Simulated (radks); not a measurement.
All-electron atom: Hg33+ in [Kr] 4d10 4f1.

All-electron calculation, scalar-relativistic Kohn-Sham, LDA (Slater exchange, VWN5 correlation), spin-polarised, spherical densities, finite nucleus; open shells are filled with parallel spins first (spin-orbit coupling, left out, can overturn this in heavy ions); Fermi nuclear charge, rms radius 5.4648 fm. Program: a radial shooting solver on a logarithmic mesh with Libxc functionals.

Energy parts (eV):
total: -517953.90
kinetic: 582853.76
electron-nucleus: -1228414.06
Hartree: 135982.71
exchange-correlation: -8376.31

Orbitals (lengths in bohr, moments of r in powers of bohr):
[
 {"orbital": "1s down", "occ.": "1", "eigenvalue (eV)": "-84327.70", "<r^2>": "0.0003814"},
 {"orbital": "1s up", "occ.": "1", "eigenvalue (eV)": "-84327.69", "<r^2>": "0.0003814"},
 {"orbital": "2s up", "occ.": "1", "eigenvalue (eV)": "-15990.04", "<r^2>": "0.005807"},
 {"orbital": "2s down", "occ.": "1", "eigenvalue (eV)": "-15989.96", "<r^2>": "0.005807"},
 {"orbital": "2p up", "occ.": "3", "eigenvalue (eV)": "-13971.82", "<r^2>": "0.004904"},
 {"orbital": "2p down", "occ.": "3", "eigenvalue (eV)": "-13971.76", "<r^2>": "0.004904"},
 {"orbital": "3s up", "occ.": "1", "eigenvalue (eV)": "-4758.393", "<r^2>": "0.03709"},
 {"orbital": "3s down", "occ.": "1", "eigenvalue (eV)": "-4756.966", "<r^2>": "0.03708"},
 {"orbital": "3p up", "occ.": "3", "eigenvalue (eV)": "-4174.039", "<r^2>": "0.03808"},
 {"orbital": "3p down", "occ.": "3", "eigenvalue (eV)": "-4172.597", "<r^2>": "0.03806"},
 {"orbital": "3d up", "occ.": "5", "eigenvalue (eV)": "-3560.916", "<r^2>": "0.03144"},
 {"orbital": "3d down", "occ.": "5", "eigenvalue (eV)": "-3559.791", "<r^2>": "0.03143"},
 {"orbital": "4s up", "occ.": "1", "eigenvalue (eV)": "-1919.488", "<r^2>": "0.1601"},
 {"orbital": "4s down", "occ.": "1", "eigenvalue (eV)": "-1917.515", "<r^2>": "0.1601"},
 {"orbital": "4p up", "occ.": "3", "eigenvalue (eV)": "-1712.988", "<r^2>": "0.1755"},
 {"orbital": "4p down", "occ.": "3", "eigenvalue (eV)": "-1711.117", "<r^2>": "0.1756"},
 {"orbital": "4d up", "occ.": "5", "eigenvalue (eV)": "-1476.579", "<r^2>": "0.1813"},
 {"orbital": "4d down", "occ.": "5", "eigenvalue (eV)": "-1474.724", "<r^2>": "0.1814"},
 {"orbital": "4f up", "occ.": "1", "eigenvalue (eV)": "-1232.954", "<r^2>": "0.1620"},
 {"orbital": "4f down", "occ.": "0", "eigenvalue (eV)": "-1230.828", "<r^2>": "0.1623"}
]

The highest occupied level is 4f up at -1233.0 eV. The density falls to 0.001 e/bohr^3 at r = 1.12 bohr. Summed over all electrons, <r^2> = 4.008 bohr^2, which gives a Langevin (diamagnetic) susceptibility term of -3.17 x 10^-6 cm^3/mol. Spin moment in Bohr magnetons: 1. For comparison, the ionisation energy in NIST's Atomic Spectra Database is 1280 eV (theoretical). In exact Kohn-Sham theory the highest level is minus the ionisation energy, but local and semilocal functionals leave it too shallow, through self-interaction and a potential that decays too fast; potentials with the right tail come closer.
